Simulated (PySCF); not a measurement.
# Exercise with solution: entropy of an ideal gas

CNO, SMILES [N]=C=O (connectivity only; charge and spin as stated), charge -1, multiplicity 1.

Geometry: B3LYP-D3(BJ)/def2-TZVPD. The spin state was assumed, not searched. The isomer is the one that the SMILES or the coordinates give; other isomers of the formula were not compared.

B3LYP-D3(BJ)/def2-TZVPD in PySCF gives the harmonic wavenumbers 637, 637, 1250, 2201 cm⁻¹ and the rotational temperature 0.5570 K. The molar mass is 42.02 g/mol, the symmetry number 1, the spin multiplicity 1.

Q: Work out the entropy at 298.15 K and 1 atm in the rigid-rotor, harmonic-oscillator model.

A: 
Translation (Sackur–Tetrode at 1 atm): S = R[1.5 ln M + 2.5 ln T − 1.16487] = 155.4 J/(mol K).
Rotation: q = T/(σ θ) = 535, S = R[ln q + 1] = 60.6 J/(mol K).
Vibration: with u = 1.4388 ν/T, each mode gives R[u/(e^u − 1) − ln(1 − e^−u)]:
```csv
ν (cm⁻¹),modes,u,S (J/(mol K))
637,2,3.07,3.27
1250,1,6.03,0.14
```
The stiffer modes add less than 0.005 each. Sum 3.4 J/(mol K).
Spin: R ln 1 = 0.0 J/(mol K).
Total 219.3 J/(mol K); the program's own thermochemistry gives 219.3. Translation makes up 71 % and vibration 2 %. Anharmonicity, hindered rotation and orbital degeneracy are left out.
